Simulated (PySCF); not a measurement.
Ga(Cl)2(NH2) (Cl₂GaH₂N), SMILES [NH2][Ga]([Cl])[Cl].

Geometry: PBE-D3(BJ)/def2-SVP. The geometry has at least one imaginary mode, so it is a saddle point at that level. The structure was generated by enumeration; whether it is a known compound was not checked. The values are those of a single conformer.

The numbers are results of PBE-D3(BJ)/def2-SVP (PySCF), not measurements.

Frequencies are harmonic and unscaled.

Computed harmonic wavenumbers and intensities:
| mode | ν (cm⁻¹) | IR (km/mol) | moving atoms (share of kinetic energy) |
|---|---|---|---|
| 1 | 141i | 155.2 | H 54 %, N 34 %, Ga 9 % |
| 2 | 121 | 6.1 | Cl 73 %, Ga 22 % |
| 3 | 143 | 2.6 | N 47 %, H 23 %, Cl 19 %, Ga 11 % |
| 4 | 169 | 8.1 | Ga 41 %, H 34 %, Cl 17 % |
| 5 | 372 | 0.0 | H 99 % |
| 6 | 385 | 13.6 | Cl 82 %, Ga 13 % |
| 7 | 443 | 63.7 | Cl 58 %, Ga 41 % |
| 8 | 712 | 70.6 | H 80 %, N 18 % |
| 9 | 727 | 53.3 | N 68 %, Ga 20 %, H 12 % |
| 10 | 1443 | 20.9 | H 89 %, N 11 % |
| 11 | 3519 | 47.6 | H 96 % |
| 12 | 3638 | 48.7 | H 91 %, N 9 % |
